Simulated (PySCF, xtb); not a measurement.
H3S, SMILES [SH3+], charge +1.

Harmonic wavenumbers (cm⁻¹) from GFN2-xTB (xtb) at its own minimum, in rising order: 1037, 1073, 1074, 2278, 2279, 2284.

What does PySCF 2.14.0 with PBE-D3(BJ)/def2-TZVPD give at its own minimum? (The exact figures need the calculation; the answer reports its results.)

1028, 1172, 1172, 2529, 2533, 2533. Paired by order, the mean absolute difference is 160 cm⁻¹ and the zero-point energies are 14.3 and 15.7 kcal/mol.
